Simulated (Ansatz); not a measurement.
CH6GeOS can be A, `C[O][GeH2][SH]`, or B, `OC[S][GeH3]`.

Calculated with Ansatz (gas phase, PBE0-D4/def2-TZVP geometries, no zero-point term in ΔE). CCSD(T)/CBS is the MP2 limit (def2-TZVPP, def2-QZVPP) plus CCSD(T) − MP2 in def2-TZVPP, frozen cores. Functionals use def2-TZVPP. B3LYP here is the variant with VWN-RPA as its local correlation; programs differ in this. For Ge outer-core shells are correlated without core-valence functions, which leaves a few kJ/mol of doubt a bond. Scalar relativity is left out up to krypton. Each species was taken in one conformer, which may not be the lowest.

Question: Which is lower in electronic energy at CCSD(T)/CBS, and by how much? (Estimate.)

Answer: Computed: A, by 77.3 kJ/mol.

Question: Give E(B) − E(A) in kJ/mol with CCSD/def2-TZVPP, HF/def2-TZVPP, B3LYP-D4, MP2/def2-TZVPP, PBE-D4, B3LYP, r2SCAN-D4. (An estimate is asked.)

Answer: Computed: CCSD/def2-TZVPP 84.3, HF/def2-TZVPP 93.1, B3LYP-D4 78.6, MP2/def2-TZVPP 83.9, PBE-D4 66.7, B3LYP 79.7, r2SCAN-D4 75.8. None reverses the order clearly.

Largest T1 diagnostic: 0.012.

In def2-TZVPP, CCSD(T) changes the Hartree–Fock value by −10.8 kJ/mol (the triples alone add −2.1 kJ/mol) and MP2 by −9.2 kJ/mol.
